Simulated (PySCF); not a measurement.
Molecular orbitals of TeF⁺

r²SCAN at R = 1.888 Å; basis Te cc-pVDZ-PP with ECP28, F cc-pVDZ; scalar-relativistic core potentials; PySCF 2.14. State: ³Σ⁻ (triplet), unpaired electrons π ↑↑. Only the outer orbitals are listed, counted within each symmetry, core potentials removing the inner ones.

```tsv
spin	orbital	occ.	ε (eV)	on Te (%)	main shells (%)
α	5σ	1	-38.30	7	92 F s
α	6σ	1	-25.16	88	88 Te s
α	7σ	1	-18.73	32	66 F p, 24 Te p
α	3π	1	-17.95	20	80 F p, 18 Te p
α	3π	1	-17.95	20	80 F p, 18 Te p
α	4π	1	-14.45	83	82 Te p, 18 F p
α	4π	1	-14.45	83	82 Te p, 18 F p
α	8σ	0	-10.61	83	74 Te p, 18 F p
α	9σ	0	-0.54	100	96 Te s
α	2δ	0	0.41	100	100 Te d
β	5σ	1	-37.95	7	92 F s
β	6σ	1	-23.46	81	81 Te s, 14 F p
β	7σ	1	-18.29	37	62 F p, 22 Te p, 14 Te s
β	3π	1	-17.26	10	90 F p, 9 Te p
β	3π	1	-17.26	10	90 F p, 9 Te p
β	4π	0	-12.02	92	91 Te p, 8 F p
β	4π	0	-12.02	92	91 Te p, 8 F p
β	8σ	0	-9.67	84	75 Te p, 17 F p
```

Q: Which are the highest filled and the lowest empty level, where do they sit, and how wide is the gap?

A: Highest filled α 4π at -14.45 eV (in %: 82 Te p, 18 F p); lowest empty β 4π at -12.02 eV (in %: 91 Te p, 8 F p); the gap at r²SCAN is 2.43 eV. Both belong to one degenerate shell, split only by its one-sided filling, so this is no excitation gap.

```
bond order (Mayer)                                                                                                : 1.19
⟨S²⟩                                                                                                              : 2.004
charge on Te (Mulliken, basis-dependent)                                                                          : 1.25
charge on Te (Löwdin, basis-dependent)                                                                            : 1.26
dipole moment (positive dipole points towards F; it is taken about the centre of mass and depends on that origin) : -2.46 D
```

Spin–orbit coupling is left out. The state is the lowest determinant that a PBE0 search found; another state may lie lower at other levels.
